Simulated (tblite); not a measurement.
**Question.** What does the GFN2-xTB structure of `C=N[C]1CC[C@@H]2C[C@H]12` [radical] look like in three dimensions? (Doublet state.)

**Answer.** 
```
atom  x, y, z in Å
C1     2.9917   -0.1395   -0.2008
N2     1.9128   -0.8576   -0.2320
C3     0.6799   -0.4502   -0.3035
C4    -0.4427   -1.3783   -0.6687
C5    -1.7056   -0.7727   -0.0335
C6    -1.3632    0.6780    0.2457
C7    -0.8377    1.4753   -0.8994
C8     0.1279    0.8541    0.0920
H9     3.0326    0.9058   -0.4934
H10    3.9092   -0.6310    0.0728
H11   -0.5398   -1.4363   -1.7574
H12   -0.2375   -2.3883   -0.3147
H13   -2.5748   -0.8654   -0.6865
H14   -1.9344   -1.2774    0.9066
H15   -1.9108    1.1805    1.0299
H16   -0.9473    2.5492   -0.8661
H17   -0.8864    1.0599   -1.8939
H18    0.7174    1.5003    0.7265
```

Orientation and origin are arbitrary. Atoms count from 1 in this order. Of the pairs four or more bonds apart, C4···H17 is among the closest relative to their van der Waals radii: 2.76 Å, 95 % of the sum of Bondi's values. C3 (carbon bonded to 2 C and N) is planar (angles 128.2°, 121.9° and 109.4°, sum 359.6°, 0.05 Å off the plane of its three neighbours). The 3-membered ring C6–C7–C8 has internal angles of 59.0° to 60.7°. C1 (carbon bonded to N and 2 H) is planar (angles 123.9°, 118.4° and 117.6°, sum 359.9°, 0.02 Å off the plane of its three neighbours).

Bonds between heavy atoms (Å): C1=N2 1.297, N2–C3 1.300, C3–C4 1.502, C4–C5 1.538, C5–C6 1.516, C6–C7 1.491, C7–C8 1.517, C3–C8 1.470, C6–C8 1.509.

Structure optimised with GFN2-xTB, isolated species. This method treats the open shell by occupation alone, without spin polarisation.

Point group: C1 (no symmetry element, even within 0.4 Å). Its GFN2-xTB frequencies are all real (lowest 88 cm⁻¹). Torsions: C1–N2–C3–C4 165°, N2–C3–C4–C5 154°, C3–C4–C5–C6 19°, C4–C5–C6–C7 53°, C5–C6–C7–C8 -97°.

One conformer stands for the species.

All values are computed, not measured.
